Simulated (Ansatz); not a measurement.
`[AlH2][NH][SiH2][GeH3]` + HBr → `[AlH2][NH][SiH2]Br` + GeH₄ at 500 K and 1 bar (cleavage of the Si–Ge bond).

Computed with Ansatz on PBE0-D4/def2-TZVP structures; ΔE is electronic, products minus reactants. CBS: MP2 limit from def2 TZ/QZ plus the TZ coupled-cluster correction, frozen cores. For Br, Ge outer-core shells are correlated without core-valence functions, which leaves a few kJ/mol of doubt a bond. Scalar relativity is left out up to krypton. Each species was taken in one conformer, which may not be the lowest.

```tsv
species	CCSD(T)/CBS energy (Eh)	H − E (kJ/mol)	S (J/(mol·K))
`[AlH2][NH][SiH2][GeH3]`	-2666.76326	242.4	472.0
HBr	-2573.91920	30.5	213.7
`[AlH2][NH][SiH2]Br`	-3162.22405	173.5	422.5
GeH₄	-2078.49493	99.4	244.6
```

H − E and S are ideal-gas, rigid-rotor, harmonic terms from PBE0-D4/def2-TZVP, for one conformer and one mirror image of each species. 1 Eh = 2625.50 kJ/mol, R = 8.31446 J/(mol·K).

By hand: ΔE, ΔH, ΔS and ΔG.

ΔE = (-3162.22405) + (-2078.49493) − (-2666.76326) − (-2573.91920) = -0.03652 Eh = -95.9 kJ/mol. Δ(H − E) = 173.5 + 99.4 − 242.4 − 30.5 = 0.0, so ΔH = -95.9 kJ/mol. ΔS = 422.5 + 244.6 − 472.0 − 213.7 = -18.6 J/(mol·K). ΔG = -95.9 − 500 × (-18.6)/1000 = -86.6 kJ/mol.

By hand: the equilibrium constant, and the temperature at which ΔG would vanish if ΔH and ΔS stayed fixed.

log₁₀ K = −ΔG/(RT ln 10) = 9.0. ΔG = 0 at ΔH/ΔS = 5156 K, far beyond where these terms or the molecules hold.

ΔH outweighs TΔS. A doubt of 5 kJ/mol in ΔE shifts log₁₀ K by 0.5 here. Other conformers and mirror images would add mixing entropy, several J/(mol·K) or more a flexible species. Modes under 60 cm⁻¹, often nearly free rotors, make the harmonic entropy too high. These are equilibria of isolated gas molecules and say nothing of rates. Largest T1 diagnostic: 0.012 (customary marks: 0.02 for closed shells, 0.045 for open ones).
